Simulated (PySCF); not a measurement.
# As⁺ (arsenic, charge +1) across methods

[Ar] 3d10 4s2 4p2, high-spin 3P determinant. All numbers are calculated (PySCF 2.14, scalar relativity by spin-free X2C-1e, in ANO-RCC-VTZP).

```tsv
method	E (hartree)	mean ε 4s α (eV)	mean ε 4s β (eV)	mean ε 4p α (eV)	Σ⟨r²⟩ (bohr²)	⟨S²⟩
PBE0	-2260.079	-25.817	-23.321	-15.295	29.88	2.003
LDA	-2256.900	-24.184	-22.638	-14.042	29.82	2.001
M06	-2260.371	-25.680	-24.035	-15.028	29.71	2.001
r2SCAN	-2260.325	-24.652	-22.395	-14.454	29.76	2.004
UHF	-2258.67229	-30.449	-25.334	-18.445	30.23	2.009
revPBE	-2260.216	-23.933	-22.087	-14.003	29.92	2.002
wB97M-V	-2260.166	-28.335	-25.808	-17.348	30.01	2.002
PBE	-2260.041	-23.988	-22.236	-14.016	29.92	2.002
B3LYP	-2260.396	-25.428	-23.387	-14.921	29.90	2.002
```
